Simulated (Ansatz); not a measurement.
Results of the Gaussian-basis code of Ansatz.

A structure relaxed at PBE0-D4/def2-TZVP, charge 0, multiplicity 1:

```xyz
7

Si    0.429   -0.683   -0.536
O    -0.427    0.701   -0.754
Sn   -1.310    2.105    0.297
Cl   -0.785    1.226    2.445
H    -0.368   -1.694    0.209
H     0.773   -1.235   -1.873
H     1.688   -0.420    0.211
```

Question: Give its formula and SMILES.

Answer: ClH3OSiSn, `[SiH3][O][Sn][Cl]`.

Question: Point group (tolerance 0.08 Å, 0.16 Å for H)?

Answer: Cs.

Question: Summarise the bond lengths by kind.

Answer: 1 × O–Si 1.642 Å; 3 × H–Si 1.487 Å; 1 × O–Sn 1.963 Å; 1 × Cl–Sn 2.379 Å.
